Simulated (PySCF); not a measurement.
## Be⁺ (beryllium, charge +1) across methods

[He] 2s1, 2S determinant. All numbers are calculated (PySCF 2.14, scalar relativity by spin-free X2C-1e, in x2c-TZVPPall (5s3p1d, 19 functions)).

```tsv
method	E (hartree)	mean ε 1s α (eV)	mean ε 1s β (eV)	mean ε 2s α (eV)	Σ⟨r²⟩ (bohr²)	⟨S²⟩
r2SCAN	-14.3274	-119.97	-119.58	-14.609	6.453	0.750
PBEsol	-14.2067	-116.83	-116.36	-14.330	6.493	0.750
PBE0	-14.3084	-123.55	-122.90	-15.472	6.461	0.750
BLYP	-14.3325	-118.01	-117.59	-14.289	6.394	0.750
wB97M-V	-14.3317	-126.47	-125.83	-17.130	6.571	0.750
LDA	-14.1166	-116.36	-115.86	-14.293	6.523	0.750
PBE	-14.3003	-117.69	-117.17	-14.460	6.460	0.750
M06	-14.3341	-123.71	-123.16	-15.057	6.490	0.750
```

(1) Estimate the same row for UHF.

## Answers

(1) E (hartree) = -14.27950; mean ε 1s α (eV) = -140.40; mean ε 1s β (eV) = -139.30; mean ε 2s α (eV) = -18.128; Σ⟨r²⟩ (bohr²) = 6.556; ⟨S²⟩ = 0.750.
